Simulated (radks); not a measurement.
Excited configurations of neutral silver: one electron is placed in a higher orbital outside [Kr] 4d10. The ground configuration is [Kr] 4d10 5s1. Method: scalar-relativistic Kohn-Sham, r2SCAN, spin-polarised, spherical densities, finite nucleus; open shells are filled with parallel spins first (spin-orbit coupling, left out, can overturn this in heavy ions); meta-GGA in the generalised Kohn-Sham scheme; Fermi nuclear charge, rms radius 4.5454 fm; computed with a radial shooting solver on a logarithmic mesh with Libxc functionals. Excitation = E - E(ground); binding = E(ion) - E, where the ion is the core of charge +1; n* = 1/sqrt(2 binding) in atomic units, and the quantum defect is n - n*.

outer orbital  excitation (eV)  binding (eV)     n*  quantum defect  <r> (bohr)
6s                       5.302         2.489  2.338           3.662       8.554
6p                       6.070         1.720  2.812           3.188       11.63
7p                       6.810         0.981  3.725           3.275       21.37
7f                       7.470         0.321  6.510           0.490       64.55

The Delta-SCF ionisation energy is 7.791 eV (NIST Atomic Spectra Database: 7.576 eV, measured). Self-interaction in the functional shifts the binding energies and quantum defects, so they are the method's values and not measured ones.
